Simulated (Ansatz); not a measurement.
A series at B: from boron trifluoride, ligands are replaced one by one, each step taking up HCl and setting free H–F; n counts the steps. Ansatz, PBE0-D4/def2-TZVP geometries.

| n | molecule | HOMO energy, ωB97M-V/def2-TZVPP (eV) |
| --- | --- | --- |
| 0 | `FB(F)F` | -14.75 |
| 1 | `FB(F)Cl` | -12.22 |
| 2 | `FB(Cl)Cl` | ? |
| 3 | `ClB(Cl)Cl` | -11.34 |

Q: By hand: fit a straight line y = ȳ + b (n − n̄) to the 3 given rows and predict n = 2.

A: n̄ = 1.333, ȳ = -12.770; Σ(n − n̄)(y − ȳ) = 4.840, Σ(n − n̄)² = 4.667, so b = 1.037 eV a step. Prediction: -12.770 + (1.037) × (0.667) = -12.08 eV.

Q: By hand: compare with the computed value, -11.69 eV, and give the steps along the whole series.

A: The line misses by 0.39 eV (computed minus predicted). Steps: 2.53, 0.53, 0.35 eV.

One step carries most of the change, so a line is a poor guide. The highest orbital can change its character along such a series. The miss is 11.4 % of the series' range.
